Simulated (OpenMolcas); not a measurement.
**How basis sets differ on CH4ClGe (SMILES [CH3][GeH][Cl])**

The species is CH4ClGe (7 atoms), meant as a doublet with charge 0. As SMILES, `[CH3][GeH][Cl]`. Geometry: relaxed at PBE0-D4/def2-TZVP.

Quantity: the dipole moment, in D. The values are calculated.

| level | kind | program | value (D) | CPU time |
| --- | --- | --- | --- | --- |
| ROHF/ANO-R0 (sfX2C) | Hartree–Fock | OpenMolcas | 1.68 | 8.4 s |
| ROHF/ANO-S-MB | Hartree–Fock | OpenMolcas | 2.57 | 9.2 s |
| UHF/STO-3G | Hartree–Fock | OpenMolcas | 3.39 | 2.2 s |
| UHF/3-21G | Hartree–Fock | OpenMolcas | 3.77 | 2.8 s |
| UHF/def2-SVP | Hartree–Fock | OpenMolcas | 2.60 | 7.8 s |

All-electron rows without a relativistic Hamiltonian named are non-relativistic. The values span 1.68 to 3.77 D. Magnitudes only. Sets without polarisation functions give poor dipoles. CPU times are rough (shared hosts, several kinds of processor and program).
